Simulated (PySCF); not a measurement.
PySCF input:

```python
from pyscf import gto, scf, dft

mol = gto.M(
    atom='''
    Ge   -0.03721180   -0.02889938    0.04351194
    O     1.23717138    0.29495245   -1.01494530
    O    -1.33526647   -0.13651414    0.97754030
    H     1.97553829   -0.34272630   -1.09314226
    ''',
    basis='def2-tzvpd',
    charge=1,
    spin=0,
    verbose=4,
)

mf = dft.RKS(mol, xc='tpssh').density_fit(auxbasis='def2-universal-jkfit')
mf.grids.level = 3
mf.conv_tol = 1e-9
mf.max_cycle = 100
mf.max_memory = 1500
mf.kernel()
if not mf.converged:
    mf = mf.newton()
    mf.kernel(mf.make_rdm1())
mf.analyze()
```

Question: Predict the final energy.

Answer: -2227.72081 Eh (TPSSh/def2-TZVPD).

It need not be the lowest isomer of its formula.
